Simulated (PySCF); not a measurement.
**[AuF2]− at several levels of theory**

Computed with PySCF 2.14.0 (density fitting, no spin-orbit coupling) at the geometry relaxed with TPSS:

```xyz
3
[AuF2]− (singlet)
Au    0.0000    0.0000    0.0000
F     0.0000    0.0000    1.9697
F     0.0000    0.0000   -1.9697
```

```csv
level,basis,state,HOMO (eV),gap (eV),charge on Au1 (e),dipole about the centre of mass (D),largest force component (eV/Å)
TPSS,"Au def2-SVP with ECP60, F def2-SVP",singlet,0.08,4.37,-0.04,0.00,0.05
revPBE,the same,singlet,0.22,4.14,-0.07,0.00,0.38
TPSS,"Au def2-TZVP with ECP60, F def2-TZVP",singlet,-0.39,4.43,0.17,0.00,0.29
TPSS,"Au x2c-SVPall, F x2c-SVPall",singlet,-0.26,4.50,-0.17,0.00,0.03
```

Charges are Mulliken's, which hang on the basis. The relaxation used the grid (50, 194), these runs (75, 302) or, all-electron (x2c bases, spin-free X2C Hamiltonian), (99, 590).

Problem. A further run in the first row's basis gives HOMO (eV) -1.61, gap (eV) 6.84, charge on Au1 (e) 0.06, dipole about the centre of mass (D) 0.00, largest force component (eV/Å) 0.17. Which level was it?
A. PBE0
B. CAM-B3LYP
C. r2SCAN

Solution. A. The others give HOMO -3.02 eV (CAM-B3LYP); -0.22 eV (r2SCAN).

In the first row's basis the gap widens with exact exchange: 4.1 to 4.8 eV for revPBE, TPSS, r2SCAN (none); 6.8 eV for PBE0 (a fixed share); 9.2 eV for CAM-B3LYP (rising or full at long range).

No frequency check is given that shows the relaxed geometry to be a minimum.

The highest filled level of some runs lies above zero, as often for anions with such functionals and bases.
